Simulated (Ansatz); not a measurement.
```yaml
crystal:
  periodic: [false, false, false]
  atoms:
    - {symbol: Ge, position_ang: [-1.233021, -0.526025, 0.105235]}
    - {symbol: Ge, position_ang: [0.526389, -1.531351, -1.193031]}
    - {symbol: Ge, position_ang: [1.167210, 0.603401, -0.285676]}
    - {symbol: Cl, position_ang: [-0.460579, 1.453975, 1.373482]}
basis:
  gaussian: {orbitals: ANO-RCC-VTZP}
magnetization: {spin_polarized: true, initial_magnetization: 3}
hamiltonian: {xc: {name: SVWN5}}
scf: {omitted_lower_state_checks: [starts]}
output: {forces: true}
```

```sh
$ ansatz run in.yaml --threads 4 --pin off --events-out ev --progress --plain --max-ram 4787MiB
```

Shortened log:

```
Functional definition: SVWN5
1646 factors; their error is unknown
mean field evaluation 1: about -183587.9186 eV, gradient 2.2e1 eV
mean field evaluation 2: about -183585.3154 eV, gradient 3.7e1 eV
mean field evaluation 4: about -183589.3419 eV, gradient 4.9e0 eV
mean field evaluation 8: about -183589.4880 eV, gradient 1.3e-1 eV
mean field evaluation 16: about -183589.4398 eV, gradient 1.4e-3 eV
mean field -183589.43981762 eV, -6746.7874719056 hartree, gradient 1.6e-5 eV, S^2 3.752448; 0 other end points of the search recorded, 0 dependent functions left out
reference -183589.43985656 eV, -6746.7874733368 hartree; 58, 55 occupied and 105, 108 virtual orbitals, 1646 factors
Total energy: -183589.43985656 eV, -6746.7874733368 hartree
Relativity: scalar
Atom 0 at    -1.233021    -0.526025     0.105235 Å, force    -1.717919    -0.196300     0.908740 eV/Å
Atom 1 at     0.526389    -1.531351    -1.193031 Å, force     0.102721    -0.354772    -0.392566 eV/Å
Atom 2 at     1.167210     0.603401    -0.285676 Å, force     1.420563     1.280908     0.397822 eV/Å
Atom 3 at    -0.460579     1.453975     1.373482 Å, force     0.194635    -0.729835    -0.913996 eV/Å
Dipole moment:     0.077082    -0.242092    -0.226620 e Å
Checks for a lower state left out: starts
```

Run time 4.3 s (4 threads of Arm Neoverse V2 on a shared host).

DK, ANO-RCC and x2c sets are all-electron and run with scalar relativity unless a key says otherwise.
